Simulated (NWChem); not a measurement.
# Cl2Sn

```xyz
3

Sn     0.0000     0.0000     0.6266
Cl     1.8492     0.0000    -0.9215
Cl    -1.8492     0.0000    -0.9215
```
Charge 0, spin multiplicity 1.

All runs are NWChem calculations. The geometry was optimised at PBE/def2-SVP with def2 effective core potentials on Sn, a minimum by its harmonic frequencies.

Symmetry labels belong to the abelian group C2v used in the runs, with the axes of the coordinates shown.

Effective core potentials replace the inner electrons of Sn; spin-orbit coupling is left out. B3LYP has NWChem's definition, with VWN1-RPA local correlation. The structure started from a generated list of species.

Q: List the lowest 3 singlet excitations that TD-B3LYP/def2-SVPD with def2 effective core potentials on Sn, VWN1-RPA local correlation gives, with oscillator strengths.

A: 
```
state  symmetry  energy (eV)  wavelength (nm)      f
-----  --------  -----------  ---------------  -----
1            b2         3.67              338  0.019
2            a2         3.90              318  0.000
3            b1         4.47              278  0.025
```
